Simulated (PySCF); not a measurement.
SMILES CCCCOC (C5H12O), GFN2-xTB optimised geometry.

```
18

C      2.15    -1.64     0.18
C      0.63    -1.63     0.20
C      0.07    -0.22     0.00
C     -1.46    -0.22     0.00
O     -2.04     1.06     0.00
C     -1.92     1.76    -1.21
H      2.52    -1.26    -0.77
H      2.54    -1.01     0.98
H      2.53    -2.65     0.33
H      0.27    -2.03     1.15
H      0.25    -2.28    -0.59
H      0.44     0.18    -0.95
H      0.42     0.43     0.80
H     -1.83    -0.80    -0.86
H     -1.83    -0.69     0.92
H     -2.54     2.65    -1.12
H     -0.88     2.07    -1.40
H     -2.26     1.16    -2.06
```

Density from CAM-B3LYP/def2-SVP run with PySCF 2.14.0 at that geometry.

Minimum of the electron density along straight lines between bonded atoms, close to the bond critical point (lines longer than 1.1 times the sum of covalent radii, or with two minima, are not listed):

```tsv
bond	length / Å	ρ at the minimum / e bohr⁻³	∇²ρ there / e bohr⁻⁵	position (fraction from the first atom)
C1–C2	1.524	0.246	-0.57	0.50
C2–C3	1.526	0.246	-0.57	0.50
C3–C4	1.531	0.249	-0.59	0.49
C4–O5	1.410	0.261	-0.47	0.35
O5–C6	1.405	0.264	-0.49	0.66
C1–H7	1.088	0.277	-1.02	0.63
C1–H8	1.088	0.277	-1.02	0.63
C1–H9	1.088	0.277	-1.02	0.63
C2–H10	1.092	0.277	-1.01	0.62
C2–H11	1.093	0.276	-1.00	0.62
C3–H12	1.092	0.276	-1.00	0.62
C3–H13	1.092	0.276	-1.01	0.63
C4–H14	1.102	0.277	-1.02	0.63
C4–H15	1.094	0.283	-1.09	0.64
C6–H16	1.089	0.284	-1.11	0.64
C6–H17	1.096	0.279	-1.05	0.63
C6–H18	1.098	0.277	-1.04	0.63
```
